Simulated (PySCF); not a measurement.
Species: C₆H₇Cl.
Atom-mapped SMILES: `[Cl:1][C@@H:2]1[C@@H:3]2[CH:4]=[CH:5][CH2:6][C@H:7]12` (hydrogens: H8 on C2; H9 on C3; H10 on C4; H11 on C5; H12, H13 on C6; H14 on C7)

The same species was optimised twice, with GFN2-xTB and with PBE0-D3(BJ)/def2-SVP (PySCF), and the same property calculations (PySCF, gas phase) were run on both structures.

```json
{"coordinate": "C4=C5 (Å)", "GFN2-xTB": "1.326", "PBE0-D3(BJ)/def2-SVP": "1.338", "change": "+0.012"}
{"coordinate": "C3–C7 (Å)", "GFN2-xTB": "1.516", "PBE0-D3(BJ)/def2-SVP": "1.525", "change": "+0.009"}
{"coordinate": "C3–C4 (Å)", "GFN2-xTB": "1.480", "PBE0-D3(BJ)/def2-SVP": "1.486", "change": "+0.006"}
{"coordinate": "Cl1–C2 (Å)", "GFN2-xTB": "1.754", "PBE0-D3(BJ)/def2-SVP": "1.758", "change": "+0.004"}
{"coordinate": "C6–C7 (Å)", "GFN2-xTB": "1.517", "PBE0-D3(BJ)/def2-SVP": "1.521", "change": "+0.004"}
{"coordinate": "C2–C7 (Å)", "GFN2-xTB": "1.496", "PBE0-D3(BJ)/def2-SVP": "1.493", "change": "-0.003"}
{"coordinate": "C5–C6 (Å)", "GFN2-xTB": "1.502", "PBE0-D3(BJ)/def2-SVP": "1.504", "change": "+0.002"}
{"coordinate": "C2–C3 (Å)", "GFN2-xTB": "1.507", "PBE0-D3(BJ)/def2-SVP": "1.506", "change": "-0.001"}
{"coordinate": "Cl1–C2–C3 (°)", "GFN2-xTB": "120.7", "PBE0-D3(BJ)/def2-SVP": "122.9", "change": "+2.2"}
{"coordinate": "C2–C7–C6 (°)", "GFN2-xTB": "116.8", "PBE0-D3(BJ)/def2-SVP": "118.3", "change": "+1.5"}
{"coordinate": "C2–C3–C4 (°)", "GFN2-xTB": "115.6", "PBE0-D3(BJ)/def2-SVP": "117.1", "change": "+1.5"}
{"coordinate": "Cl1–C2–C7 (°)", "GFN2-xTB": "120.4", "PBE0-D3(BJ)/def2-SVP": "121.6", "change": "+1.2"}
{"coordinate": "C3–C2–C7 (°)", "GFN2-xTB": "60.7", "PBE0-D3(BJ)/def2-SVP": "61.1", "change": "+0.4"}
{"coordinate": "C5–C6–C7 (°)", "GFN2-xTB": "103.7", "PBE0-D3(BJ)/def2-SVP": "104.1", "change": "+0.4"}
{"coordinate": "C4–C5–C6 (°)", "GFN2-xTB": "112.5", "PBE0-D3(BJ)/def2-SVP": "112.1", "change": "-0.4"}
{"coordinate": "C2–C3–C7 (°)", "GFN2-xTB": "59.3", "PBE0-D3(BJ)/def2-SVP": "59.0", "change": "-0.3"}
```

Rotational constants: A = 3681, B = 2055, C = 1952 MHz (GFN2-xTB) against A = 3705, B = 1958, C = 1877 MHz (PBE0-D3(BJ)/def2-SVP).

On the GFN2-xTB structure: lowest singlet, TDDFT (eV) 6.43 [CAM-B3LYP/def2-SVPD]; lowest triplet, Tamm–Dancoff (eV) 4.14 [CAM-B3LYP/def2-SVPD]; isotropic polarisability (au) 75.1 [CAM-B3LYP/def2-SVPD]; HOMO (eV) -8.22 [CAM-B3LYP/def2-SVPD]; LUMO (eV) 1.24 [CAM-B3LYP/def2-SVPD]; dipole (D) 1.96 [CAM-B3LYP/def2-SVPD]; HOMO (eV) -6.90 [PBE0/pcSseg-1]; LUMO (eV) 0.25 [PBE0/pcSseg-1]; dipole (D) 1.90 [PBE0/pcSseg-1]; GIAO shielding of Cl1 (ppm) 913.0 [PBE0/pcSseg-1]; GIAO shielding of C2 (ppm) 142.1 [PBE0/pcSseg-1]; GIAO shielding of C3 (ppm) 152.0 [PBE0/pcSseg-1]; GIAO shielding of C4 (ppm) 51.0 [PBE0/pcSseg-1]; GIAO shielding of C5 (ppm) 44.4 [PBE0/pcSseg-1]; GIAO shielding of C6 (ppm) 149.4 [PBE0/pcSseg-1]; GIAO shielding of C7 (ppm) 160.9 [PBE0/pcSseg-1].

Q: What do these properties become on the PBE0-D3(BJ)/def2-SVP structure?

A: 
```
                                    property                level  on GFN2-xTB  on PBE0-D3(BJ)/def2-SVP  change
                  lowest singlet, TDDFT (eV)  CAM-B3LYP/def2-SVPD         6.43                     6.37   -0.06
           lowest triplet, Tamm–Dancoff (eV)  CAM-B3LYP/def2-SVPD         4.14                     4.05   -0.09
               isotropic polarisability (au)  CAM-B3LYP/def2-SVPD         75.1                     76.5    +1.4
                                   HOMO (eV)  CAM-B3LYP/def2-SVPD        -8.22                    -8.22    0.00
                                   LUMO (eV)  CAM-B3LYP/def2-SVPD         1.24                     1.16   -0.08
                                  dipole (D)  CAM-B3LYP/def2-SVPD         1.96                     1.95   -0.01
energy, GFN2-xTB geometry as zero (kcal/mol)  CAM-B3LYP/def2-SVPD          0.0                     -1.2    -1.2
                                   HOMO (eV)        PBE0/pcSseg-1        -6.90                    -6.90    0.00
                                   LUMO (eV)        PBE0/pcSseg-1         0.25                     0.16   -0.09
                                  dipole (D)        PBE0/pcSseg-1         1.90                     1.89   -0.01
energy, GFN2-xTB geometry as zero (kcal/mol)        PBE0/pcSseg-1          0.0                     -0.8    -0.8
                 GIAO shielding of Cl1 (ppm)        PBE0/pcSseg-1        913.0                    911.8    -1.2
                  GIAO shielding of C2 (ppm)        PBE0/pcSseg-1        142.1                    139.2    -2.9
                  GIAO shielding of C3 (ppm)        PBE0/pcSseg-1        152.0                    150.6    -1.4
                  GIAO shielding of C4 (ppm)        PBE0/pcSseg-1         51.0                     47.9    -3.1
                  GIAO shielding of C5 (ppm)        PBE0/pcSseg-1         44.4                     42.0    -2.4
                  GIAO shielding of C6 (ppm)        PBE0/pcSseg-1        149.4                    148.8    -0.6
                  GIAO shielding of C7 (ppm)        PBE0/pcSseg-1        160.9                    159.5    -1.4
```

The heavy atoms differ by 0.040 Å rms after alignment. Among bonds between heavy atoms C4=C5 changes most (+0.012 Å). Changes are differences of the printed values. Neither structure is proved a minimum here.
